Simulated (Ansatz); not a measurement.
Mulliken charges of `F[SiH](F)C(F)(F)F` from PBE/def2-TZVPP in Ansatz (PBE0-D4/def2-TZVP geometry).

```tsv
atom	x (Å)	y (Å)	z (Å)	charge (e)
F1	1.216	-0.545	1.587	-0.248
Si2	0.203	-0.847	0.417	0.646
F3	0.915	-1.749	-0.663	-0.248
C4	-0.219	0.830	-0.424	0.293
F5	0.862	1.456	-0.904	-0.124
F6	-0.817	1.663	0.445	-0.129
F7	-1.069	0.649	-1.450	-0.129
H8	-0.999	-1.515	0.935	-0.062
```

Problem. By hand: the dipole of these point charges (1 e Å = 4.8032 D).

Solution. Σ q r = (-0.263, -0.120, 0.100) e Å, of length 0.306 e Å = 1.47 D.

Problem. How does the dipole of the full density compare? (Estimate.)

Solution. Computed: (-0.160, -0.213, 0.135) e Å, 1.43 D; the point charges give 1.03 times that, at 27° from its direction.

Point charges leave out the atoms' own dipoles, such as those of lone pairs, and Mulliken's split depends on the basis, so the two needn't agree.
